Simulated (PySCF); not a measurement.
PBE0-D3(BJ)/def2-SVP geometry optimisation, IEF-PCM water with PySCF 2.14 and geomeTRIC: [Co(PH3)4]2+, charge 2, multiplicity 2. Start (model start, shaken):

```
17

Co    0.0000    0.0045   -0.0041
P     2.2766   -0.0068   -0.0149
H     2.9793    1.2621   -0.0074
H     2.9691   -0.6136    1.0809
H     2.9800   -0.6349   -1.0760
P    -2.2796   -0.0202   -0.0069
H    -3.0069   -1.2613   -0.0276
H    -2.9820    0.6020    1.0796
H    -2.9761    0.6182   -1.1133
P    -0.0081    2.2893    0.0017
H    -0.0230    2.9713    1.2273
H     1.0634    2.9943   -0.6331
H    -1.0761    2.9917   -0.6297
P    -0.0017   -2.2883    0.0010
H    -0.0184   -2.9773   -1.2216
H     1.0524   -2.9655    0.6228
H    -1.0852   -2.9484    0.6324
```

| step | E − E(start) / kcal mol⁻¹ | largest force / Eh bohr⁻¹ |
| --- | --- | --- |
| 0 | 0.00 | 0.02531 |
| 1 | -3.35 | 0.00936 |
| 2 | -3.67 | 0.00767 |
| 3 | -4.71 | 0.00338 |
| 4 | -5.04 | 0.00186 |
| 5 | -5.13 | 0.00136 |
| 6 | -5.20 | 0.00053 |
| 7 | -5.25 | 0.00093 |
| 8 | -5.36 | 0.00246 |
| 9 | -5.45 | 0.00289 |
| 10 | -5.67 | 0.00231 |
| 11 | -5.76 | 0.00113 |
| 12 | -5.80 | 0.00091 |
| 13 | -5.80 | 0.00030 |

The optimisation met its thresholds. End point:

```
17

Co   -0.0074    0.0014   -0.0066
P     2.2227    0.1864    0.1891
H     2.8222    1.4666    0.1782
H     2.7492   -0.3736    1.3754
H     2.9620   -0.4894   -0.8081
P    -2.2385   -0.1850   -0.1965
H    -2.8362   -1.4659   -0.1911
H    -2.9722    0.4826    0.8107
H    -2.7729    0.3836   -1.3753
P    -0.1921    2.2406   -0.0901
H     0.2799    2.9098    1.0618
H     0.5592    2.8561   -1.1169
H    -1.4659    2.8273   -0.2670
P     0.1765   -2.2381    0.0744
H    -0.3084   -2.9059   -1.0730
H     1.4509   -2.8269    0.2375
H    -0.5651   -2.8528    1.1086
```

Metal–donor distances, start → end: P2 2.277 → 2.246 Å, P6 2.280 → 2.247 Å, P10 2.285 → 2.248 Å, P14 2.293 → 2.248 Å.

No frequencies were computed, so the end point may be a saddle point.

The job took 12 min on one thread of Intel Xeon Platinum 8488C (shared host), with 163 basis functions and a peak of 1.4 GiB, launched as `OMP_NUM_THREADS=1 python lf_run.py task.json out`.
